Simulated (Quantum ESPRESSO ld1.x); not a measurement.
Problem. The tellurium ion Te2+, configuration [Kr] 4d10 5s2 5p2. All-electron calculation, Dirac Kohn-Sham, PBEsol, spin-unpolarised, spherical densities, point nucleus; open shells fill j = l - 1/2 first. Program: ld1.x of Quantum ESPRESSO 7.5. Some entries of the table are withheld. Estimate them.

orbital  occ.  eigenvalue (hartree)  r(max) (bohr)
1s1/2       2              -1161.65          0.018
2s1/2       2              -178.688            (1)
2p1/2       2              -167.483          0.078
2p3/2       4              -157.403          0.083
3s1/2       2              -36.1159          0.292
3p1/2       2              -31.5082            (2)
3p3/2       4              -29.6297            (3)
3d3/2       4                   (4)          0.237
3d5/2       6                   (5)          0.239
4s1/2       2              -6.72749          0.704
4p1/2       2              -5.14331          0.721
4p3/2       4              -4.78506          0.744
4d3/2       4                   (6)          0.806
4d5/2       6                   (7)          0.813
5s1/2       2              -1.19606           1.75
5p1/2       2                   (8)           1.99
5p3/2       0                   (9)           2.07

Solution. 
(1) 2s1/2 r(max) (bohr): 0.102
(2) 3p1/2 r(max) (bohr): 0.278
(3) 3p3/2 r(max) (bohr): 0.290
(4) 3d3/2 eigenvalue (hartree): -21.4956
(5) 3d5/2 eigenvalue (hartree): -21.1027
(6) 4d3/2 eigenvalue (hartree): -2.25690
(7) 4d5/2 eigenvalue (hartree): -2.20265
(8) 5p1/2 eigenvalue (hartree): -0.84143
(9) 5p3/2 eigenvalue (hartree): -0.80182
